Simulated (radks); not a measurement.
Question: Rh II, configuration [Kr] 4d8. All-electron calculation, Dirac Kohn-Sham, LDA (Slater exchange, Perdew-Wang correlation), spin-unpolarised, spherical densities, finite nucleus; open shells are shared between the two j in proportion to 2j + 1; Fermi nuclear charge, rms radius 4.4945 fm. Program: a radial shooting solver on a logarithmic mesh with Libxc functionals. Some entries of the table are withheld. Estimate them.

| orbital | occ. | eigenvalue (eV) | <r^2> (bohr^2) | <1/r> (bohr^-1) |
|---|---|---|---|---|
| 1s1/2 | 2 | -23003.31 | 0.001441 | 47.00 |
| 2s1/2 | 2 | (1) | 0.02373 | 10.78 |
| 2p1/2 | 2 | (2) | 0.01779 | 10.76 |
| 2p3/2 | 4 | (3) | 0.01913 | 10.17 |
| 3s1/2 | 2 | -602.9311 | 0.1753 | 3.737 |
| 3p1/2 | 2 | -506.9040 | 0.1712 | (4) |
| 3p3/2 | 4 | -482.0550 | 0.1808 | (5) |
| 3d3/2 | 4 | -311.3208 | 0.1626 | 3.329 |
| 3d5/2 | 6 | -306.4151 | 0.1655 | 3.292 |
| 4s1/2 | 2 | -90.2566 | 1.090 | 1.412 |
| 4p1/2 | 2 | -61.0067 | 1.291 | 1.288 |
| 4p3/2 | 4 | -57.0563 | 1.371 | 1.242 |
| 4d3/2 | 3.2 | -14.0933 | 2.884 | 0.8865 |
| 4d5/2 | 4.8 | -13.6879 | 2.971 | 0.8735 |
| 5s1/2 | 0 | -11.1084 | 9.701 | 0.4370 |
| 5p1/2 | 0 | -6.5065 | 15.54 | (6) |
| 5p3/2 | 0 | -6.2531 | 16.43 | (7) |
| 5d3/2 | 0 | -1.9719 | 68.29 | 0.1670 |
| 5d5/2 | 0 | -1.9583 | 69.40 | 0.1658 |
| 4f5/2 | 0 | -0.8839 | 309.7 | 0.06965 |
| 4f7/2 | 0 | -0.8839 | 309.7 | 0.06965 |

Answer: 
(1) 2s1/2 eigenvalue (eV): -3341.531
(2) 2p1/2 eigenvalue (eV): -3096.489
(3) 2p3/2 eigenvalue (eV): -2952.098
(4) 3p1/2 <1/r> (bohr^-1): 3.644
(5) 3p3/2 <1/r> (bohr^-1): 3.499
(6) 5p1/2 <1/r> (bohr^-1): 0.3431
(7) 5p3/2 <1/r> (bohr^-1): 0.3329
